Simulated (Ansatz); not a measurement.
CH$_{8}$N$_{2}$Si (`C[SiH](N)N`). Charge 0, multiplicity 1.

| atom | x (Å) | y (Å) | z (Å) |
| --- | --- | --- | --- |
| C1 | 1.491 | -0.240 | -0.463 |
| Si2 | -0.352 | -0.254 | -0.159 |
| N3 | -1.232 | 1.147 | -0.606 |
| N4 | -0.545 | -0.439 | 1.537 |
| H5 | 1.976 | 0.574 | 0.083 |
| H6 | 1.701 | -0.108 | -1.527 |
| H7 | 1.954 | -1.181 | -0.150 |
| H8 | -0.952 | -1.323 | -1.015 |
| H9 | -1.045 | 2.045 | -0.192 |
| H10 | -1.641 | 1.229 | -1.521 |
| H11 | 0.112 | -0.982 | 2.072 |
| H12 | -1.466 | -0.469 | 1.942 |

List the harmonic frequencies (cm⁻¹, unscaled) at PBE0-D4/def2-TZVP in Ansatz. (Best estimate.)

Ansatz gave: 152, 204, 219, 248, 291, 320, 366, 424, 657, 683, 707, 792, 820, 847, 891, 924, 965, 1273, 1449, 1450, 1573, 1579, 2164, 3043, 3124, 3133, 3608, 3614, 3705, 3714.

Is this a minimum?

Yes, all 30 modes are real.

Give the ideal-gas thermochemistry at 298.15 K and 1 bar (rigid rotor, harmonic oscillator; point group C1, symmetry number 1).

Zero-point energy 256.8 kJ/mol; H(298) − E = 278.4 kJ/mol; entropy 332.9 J/(mol·K), of which translation 162.9, rotation 106.2, vibration 63.8; G(298) − E = 179.1 kJ/mol.

And at 400, 500, 600, 800 and 1000 K?


```csv
T (K),H − E (kJ/mol),S (J/mol/K),G − E (kJ/mol)
400,291.5,370.5,143.3
500,306.3,403.5,104.5
600,322.7,433.4,62.7
800,359.2,485.8,-29.4
1000,399.5,530.7,-131.1
```

Rotational constants (cm⁻¹)?

0.2137, 0.1823, 0.1147.
